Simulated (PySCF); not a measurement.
IrO4, SMILES [O]=[Ir+](=[O])(=[O])=[O], charge +1, multiplicity 1. Heavy atoms are numbered as in [Ir+:1](=[O:2])(=[O:3])(=[O:4])=[O:5].

Coordinates come from a PBE0-D3(BJ)/def2-SVP optimisation. The spin state was assumed, not searched. The def2 effective core potentials stand for the cores of Ir; spin–orbit coupling is left out.

Level of theory: PySCF with ωB97X/def2-TZVP.

ESP charges are fitted to the potential on shells at 1.4 to 2.0 van der Waals radii. Atomic charges (e), one atom of each kind:

| atom | ESP fit | Löwdin | Mulliken |
|---|---|---|---|
| Ir1 | ___ | 1.51 | 1.78 |
| O2 | ___ | -0.13 | -0.19 |

Problem. Complete the blanks. (The exact figures need the calculation; the answer reports its results.)

Solution. 
- Ir1, ESP fit: 1.16
- O2, ESP fit: -0.04
